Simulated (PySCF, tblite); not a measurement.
Isomers of C5H9N3OSi. Computed values, GFN2-xTB/tblite, gas phase, harmonic and unscaled. This tight-binding method is rough: wavenumbers can miss measured ones by several per cent, in bad cases by 10 to 20. Modes of hydrogen on silicon can be 10 to 20 % off. One conformer each.

Electronic energies: PBE0/pcSseg-1 single points on the GFN2-xTB geometries (PySCF, gas phase).

```csv
SMILES,"electronic energy, lowest = 0 (kcal/mol)"
C/C(C#N)=N/[SiH2]CNC=O,12.6
CCc1ncnnc1O[SiH3],12.0
Cc1ncnnc1CO[SiH3],25.2
C[SiH2]Oc1nncnc1C,0.0
CCc1nnc(C=O)n1[SiH3],9.7
Cc1ncnnc1OC[SiH3],41.9
CC(=O)c1nn(C)nc1[SiH3],22.0
```

**Question.** How do GFN2-xTB zero-point energies change the relative energies?

**Answer.** 
```csv
SMILES,ZPE (kcal/mol),of it from modes above 1550 cm⁻¹,electronic (kcal/mol),"with ZPE, lowest = 0 (kcal/mol)",lowest mode (cm⁻¹),rings
C[SiH2]Oc1nncnc1C,85.7,39.2,0.0,0.0,44,1
CCc1nnc(C=O)n1[SiH3],86.3,38.0,9.7,10.3,64,1
CCc1ncnnc1O[SiH3],85.5,35.9,12.0,11.8,40,1
C/C(C#N)=N/[SiH2]CNC=O,85.4,45.3,12.6,12.2,33,0
CC(=O)c1nn(C)nc1[SiH3],84.8,38.2,22.0,21.1,19i,1
Cc1ncnnc1CO[SiH3],84.9,35.6,25.2,24.3,41,1
Cc1ncnnc1OC[SiH3],85.1,37.8,41.9,41.2,45,1
```

The zero-point energies span 1.5 kcal/mol, from `CC(=O)c1nn(C)nc1[SiH3]` to `CCc1nnc(C=O)n1[SiH3]`. Slightly imaginary modes are left out of the zero-point energy: `CC(=O)c1nn(C)nc1[SiH3]` 18.9i cm⁻¹. The order is unchanged.

**Question.** And how do the electronic energies of GFN2-xTB itself compare?

**Answer.** `C[SiH2]Oc1nncnc1C` 6.0; `CCc1nnc(C=O)n1[SiH3]` 7.9; `CCc1ncnnc1O[SiH3]` 0.0; `C/C(C#N)=N/[SiH2]CNC=O` 49.5; `CC(=O)c1nn(C)nc1[SiH3]` 34.3; `Cc1ncnnc1CO[SiH3]` 12.1; `Cc1ncnnc1OC[SiH3]` 39.0 kcal/mol, lowest = 0. Against the energies above, taken from the same isomer `C[SiH2]Oc1nncnc1C`, the largest difference is 30.9 kcal/mol.

**Question.** What do entropy and thermal enthalpy add at 298.15 K and 1 bar (rigid rotor, harmonic oscillator, one conformer each)?

**Answer.** 
```tsv
SMILES	point group	symmetry number	S (cal/(mol K))	H − H(0) (kcal/mol)	ZPE + H − H(0) − TS (kcal/mol)
C[SiH2]Oc1nncnc1C	C1	1	107.5	7.82	61.5
CCc1nnc(C=O)n1[SiH3]	C1	1	100.1	7.21	63.7
CCc1ncnnc1O[SiH3]	C1	1	104.6	7.49	61.9
C/C(C#N)=N/[SiH2]CNC=O	C1	1	112.2	8.40	60.3
Cc1ncnnc1CO[SiH3]	C1	1	105.9	7.58	60.9
Cc1ncnnc1OC[SiH3]	C1	1	101.7	7.28	62.0
```

Not tabulated: `CC(=O)c1nn(C)nc1[SiH3]` (lowest mode only 19i cm⁻¹).
